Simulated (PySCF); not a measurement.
Vertical excitations of a molecule C2H8N2Si2 from PySCF 2.14.0 with TDDFT-PBE/def2-SVPD, as energy in eV (oscillator strength): 3.55 (0.001), 4.34 (0.001), 4.51 (0.005), 4.60 (0.010), 4.97 (0.001), 5.22 (0.028), 5.36 (0.006), 5.61 (0.012), 5.76 (0.007), 5.86 (0.022). Lowest triplet (TDA): 2.94 eV. The structure is a stationary point at TPSSh-D3(BJ)/def2-SVP. Other conformers were not sampled.

Q: Which molecule gave these data?
(A) N[Si]1(N)C=C[SiH2]1
(B) C1=N[SiH2]NC[SiH2]1
(C) N[SiH2][C@@H]1N=C[SiH2]1
(D) CC1=N[Si@@H](N)[SiH2]1

A: D, CC1=N[Si@@H](N)[SiH2]1
